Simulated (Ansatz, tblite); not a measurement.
Forces on K6F5⁺ at its PBE0-D4/def2-SVP geometry. Total charge 1; singlet.

The xTB rows come from tblite. Another isomer (singlet) lies 0.04 eV lower at PBE0-D4/def2-TZVP; other spin states weren't run for this one.

GFN1-xTB (tblite), largest force 0.35 eV/Å:

```xyz
11
positions Å, forces eV/Å
K     3.140    1.326    1.381   -0.281   -0.154   -0.129
K    -0.823   -0.554    2.048    0.112    0.255   -0.183
K    -2.497   -1.079   -1.108    0.127    0.059    0.058
K     2.106   -1.986    0.497   -0.105    0.106   -0.026
K     0.763    0.076   -2.147   -0.056    0.186    0.273
K    -2.657    2.465   -0.624    0.229   -0.254    0.048
F    -2.628    0.527    0.795   -0.076    0.000    0.038
F     1.603   -0.296    2.263    0.032   -0.022    0.077
F    -0.203   -1.594   -0.318   -0.024   -0.188   -0.037
F     2.709    0.138   -0.662    0.077   -0.004   -0.039
F    -1.513    0.977   -2.124   -0.034    0.017   -0.079
```

GFN2-xTB (tblite), largest force 0.50 eV/Å:

```
K -0.314 -0.345 -0.170
K 0.111 0.317 -0.146
K 0.171 0.102 0.083
K -0.137 0.164 -0.030
K -0.039 0.257 0.263
K 0.214 -0.448 0.013
F 0.183 0.002 -0.111
F -0.065 0.048 -0.195
F -0.007 -0.054 -0.010
F -0.180 0.003 0.111
F 0.063 -0.047 0.192
```

PBE-D4/def2-TZVP (Ansatz), largest force 0.21 eV/Å:

```
K 0.110 0.170 0.066
K -0.040 -0.043 0.090
K -0.132 -0.128 -0.070
K 0.093 -0.173 0.009
K 0.032 -0.014 -0.100
K -0.061 0.204 0.007
F -0.168 0.025 0.110
F 0.064 -0.021 0.190
F -0.014 -0.111 -0.023
F 0.176 0.023 -0.099
F -0.061 0.069 -0.181
```
